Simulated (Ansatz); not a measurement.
Consider the ligand exchange at the Si–C bond: `CC(F)(F)[SiH2]F` + H₂Se → `F[SiH2][SeH]` + `CC(F)F`.

Program: Ansatz. Geometries: PBE0-D4/def2-TZVP. ΔE: electronic, gas phase. CCSD(T)/CBS adds triple-zeta CCSD(T) − MP2 to the extrapolated MP2 energy (def2 sets, frozen cores). Functionals use def2-TZVPP. B3LYP here is the variant with VWN-RPA as its local correlation; programs differ in this. For Se outer-core shells are correlated without core-valence functions, which leaves a few kJ/mol of doubt a bond. Scalar relativity is left out up to krypton. One conformer a species, not always the lowest.

```tsv
level	ΔE (kJ/mol)	difference from CCSD(T)/CBS
PBE-D4	-96.8	4.0
PBE0-D4	-102.3	-1.5
B3LYP-D4	-94.8	6.0
ωB97X-V	-95.3	5.5
B2PLYP	-100.3	0.5
PBE	-99.3	1.5
B3LYP	-98.5	2.3
HF/def2-TZVPP	-108.4	-7.6
MP2/def2-TZVPP	-105.0	-4.2
SCS-MP2/def2-TZVPP	-101.9	-1.1
CCSD/def2-TZVPP	-99.3	1.5
CCSD(T)/def2-TZVPP	-98.2	2.6
HF/def2-QZVPP	-108.4	-7.6
SCS-MP2/def2-QZVPP	-103.2	-2.4
MP2/CBS(def2)	-107.5	-6.7
CCSD/CBS(def2)	-101.8	-1.0
CCSD(T)/CBS	-100.8	0
```

Largest T1 diagnostic among the species: 0.012.

From PBE to PBE0 (25 % exact exchange), in def2-TZVPP and without D4, ΔE moves by −5.3 kJ/mol. In def2-TZVPP, CCSD(T) changes the Hartree–Fock value by +10.2 kJ/mol (the triples alone add +1.1 kJ/mol) and MP2 by +3.4 kJ/mol.
